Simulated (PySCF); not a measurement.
**Two-dimensional NMR puzzle**

Compound of formula C6H9N3Si. Correlations simulated from computed shifts and the bond graph:

HSQC (one-bond C–H):
```
  δH     δC
7.64  139.8
6.87  120.2
0.55   -0.5
```

COSY cross peaks (H two or three bonds apart, from the bond graph; peaks can be absent where the dihedral angle is near 90°):
```
  δH    δH
7.64  6.87
5.33  0.55
```

HMBC (two and three bonds, from the bond graph):
```
  δH                   δC
7.64         135.3, 120.2
6.87  139.8, 135.3, 119.6
5.33          139.8, -0.5
0.55                 -0.5
```

Carbons without hydrogens: δ 135.3, 119.6.

Computed data (PySCF): shielding tensors at PBE0/pcSseg-1 (GIAO), GFN2-xTB structure. Isolated molecule, relativity neglected, single conformer, one averaged value for each set of equivalent atoms.

Scale: TMS for 1H, 13C (reference shieldings calculated alike).

Exchangeable hydrogens are left out of these lists.

**Question.** Assemble the structure.

**Answer.** `C[SiH](C)n1ccc(C#N)n1`.

Atoms are numbered as in `[CH3:1][SiH:2]([CH3:3])[n:4]1[cH:5][cH:6][c:7]([C:8]#[N:9])[n:10]1` (H(Xn): hydrogen on atom n).

- δC 139.8 is C5, an aromatic CH next to a ring nitrogen (δH 7.64).
- δC 135.3 is C7, a substituted aromatic carbon next to a ring nitrogen.
- δC 120.2 is C6, an aromatic CH (δH 6.87).
- δC 119.6 is C8, a nitrile carbon.
- δC -0.5 is C1/C3, a methyl carbon bonded to Si (δH 0.55).
- HMBC from δH 7.64 reaches the proton-free carbon C7.
- HMBC from δH 6.87 reaches the proton-free carbons C7, C8.
- COSY links 7.64–6.87, 5.33–0.55.

The data come from this structure; uniqueness wasn't tested.

Shifts are as computed. Against solution values, carbons near 30 ppm lie about +3 ppm off and those near 130 ppm about +5 ppm. Of 1211 compounds with measured shifts, 218 miss one by over three times the rms of a fit or turn the order of signals round; such compounds aren't used in these exercises.
